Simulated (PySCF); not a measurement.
C3H12Si3, SMILES C=CC([SiH3])([SiH3])[SiH3].

The structure is a stationary point at PBE-D3(BJ)/def2-SVP. This is a generated structure with no PubChem entry under its InChIKey; it may be hypothetical. One conformer was computed; it need not be the lowest.

All values below come from CAM-B3LYP/def2-TZVP run with PySCF.

Gas-phase values at a fixed geometry.

Computed frontier levels, gap, dipole moment:
* **highest occupied level**: -8.57 eV
* **lowest empty level**: 0.65 eV
* **orbital gap**: 9.22 eV
* **dipole moment**: 0.40 D
* **quadrupole, principal values (traceless, Buckingham form, about the centre of nuclear charge)**: -2.94, 0.87, 2.07 D·Å
